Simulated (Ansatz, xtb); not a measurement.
## BF3 (boron trifluoride): methods side by side

BF3 has 4 atoms, charge 0, and is taken as a singlet. SMILES: `FB(F)F`. Geometry: relaxed at GFN2-xTB.

Quantity: the electronic atomisation energy, in eV. The values are calculated. Electronic energies at fixed atoms, without zero-point motion or spin-orbit coupling.

```json
{"level": "GFN1-xTB", "kind": "semi-empirical", "program": "xtb", "value (eV)": "20.85", "less CCSDT/STO-3G": "+3.76"}
{"level": "SVWN5/STO-3G", "kind": "LDA", "program": "Ansatz", "value (eV)": "25.73", "less CCSDT/STO-3G": "+8.64"}
{"level": "revPBE/STO-3G", "kind": "GGA", "program": "Ansatz", "value (eV)": "21.76", "less CCSDT/STO-3G": "+4.67"}
{"level": "r2SCAN/STO-3G", "kind": "meta-GGA", "program": "Ansatz", "value (eV)": "21.62", "less CCSDT/STO-3G": "+4.53"}
{"level": "B3LYP/STO-3G", "kind": "global hybrid", "program": "Ansatz", "value (eV)": "21.23", "less CCSDT/STO-3G": "+4.14"}
{"level": "r2SCAN0/STO-3G", "kind": "hybrid meta-GGA", "program": "Ansatz", "value (eV)": "20.48", "less CCSDT/STO-3G": "+3.39"}
{"level": "CAM-B3LYP/STO-3G", "kind": "range-separated hybrid", "program": "Ansatz", "value (eV)": "21.47", "less CCSDT/STO-3G": "+4.38"}
{"level": "B2PLYP/STO-3G", "kind": "double hybrid", "program": "Ansatz", "value (eV)": "19.59", "less CCSDT/STO-3G": "+2.50"}
{"level": "RPA@PBE/STO-3G", "kind": "RPA", "program": "Ansatz", "value (eV)": "15.17", "less CCSDT/STO-3G": "-1.92"}
{"level": "CCSDT/STO-3G", "kind": "coupled cluster or CI", "program": "Ansatz", "value (eV)": "17.09", "less CCSDT/STO-3G": "0.00"}
```

Differences are taken from CCSDT/STO-3G for orientation; it has basis-set and higher-order errors of its own. The values span 15.17 to 25.73 eV. The xTB rows lack spin polarisation, so open shells miss the exchange term that lowers them. All rows use very small basis sets, so none should be taken for the real molecule's value.
